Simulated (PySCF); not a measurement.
Compound: C₇H₁₆N₂Si.
Numbering: `[CH2:1]1[CH2:2][CH2:3][N:4]([C@H:5]2[CH2:6][CH2:7][NH:8][SiH2:9]2)[CH2:10]1` (hydrogens: H11, H12 on C1; H13, H14 on C2; H15, H16 on C3; H17 on C5; H18, H19 on C6; H20, H21 on C7; H22 on N8; H23, H24 on Si9; H25, H26 on C10)

All values: PBE0/pcSseg-1 (PySCF, non-relativistic), on one gas-phase PBE0-D3(BJ)/def2-SVP geometry that isn't relaxed in the solvent. The solvent is an IEF-PCM continuum (Bondi radii, 1.10 Å for H, scaled by 1.2). The model holds no explicit solvent molecules, cavitation or dispersion.

Gas phase at PBE0/pcSseg-1: HOMO -6.09 eV, LUMO 0.82 eV, dipole 0.98 D.

Task: What does the continuum do to the energy, the frontier levels and the dipole at PBE0/pcSseg-1 in chloroform and dichloromethane?

Result: 
```tsv
solvent	ε	E(solvent) − E(gas) (kcal/mol)	polarisation term (kcal/mol)	distortion of the solute (kcal/mol)	HOMO (eV)	LUMO (eV)	dipole (D)
chloroform	4.711	-2.36	-2.54	0.18	-6.11	0.84	1.30
dichloromethane	8.93	-2.88	-3.17	0.29	-6.12	0.84	1.39
```

The polarisation term is half the interaction of the solute with the surface charges that it induces; the rest is the cost of distorting the solute's density. The sum is the electrostatic part of solvation alone. From chloroform to dichloromethane the lowering changes by a factor 1.22, Onsager's factor (ε − 1)/(2ε + 1) by 1.18 and ε itself by 1.9.

Task: Which ESP-fitted charges (PBE0/pcSseg-1) respond most in chloroform (means over atoms taken as equivalent)?

Result: 
| atoms | environment | gas (e) | solvent (e) | change |
| --- | --- | --- | --- | --- |
| N8 | silicon-bound nitrogen | -0.641 | -0.673 | -0.032 |
| C5 | sp3 carbon bound to nitrogen | -0.112 | -0.138 | -0.026 |
| Si9 | SiH2 silicon | +0.507 | +0.529 | +0.022 |
| N4 | tertiary amine nitrogen | -0.330 | -0.351 | -0.021 |
| H22 | N–H hydrogen | +0.337 | +0.357 | +0.020 |
| H17 | methine hydrogen | +0.088 | +0.104 | +0.016 |
| H23 | Si–H hydrogen | -0.111 | -0.122 | -0.011 |
| H18 | methylene hydrogen | +0.071 | +0.082 | +0.011 |
| C6 | ring CH2 carbon | -0.153 | -0.163 | -0.010 |
| H16/H26 | methylene hydrogen | +0.037 | +0.044 | +0.007 |
| H15/H25 | methylene hydrogen | +0.038 | +0.045 | +0.007 |
| C3/C10 | sp3 carbon bound to nitrogen | +0.053 | +0.047 | -0.006 |

Task: How do the nuclear quadrupole coupling constants eQVzz/h respond in chloroform?

Result: 
```csv
nucleus,Q (barn),gas (MHz),solvent (MHz),η gas,η solvent
14N at N4,0.02044,-6.04,-5.97,0.02,0.02
14N at N8,0.02044,-5.36,-5.23,0.33,0.33
```
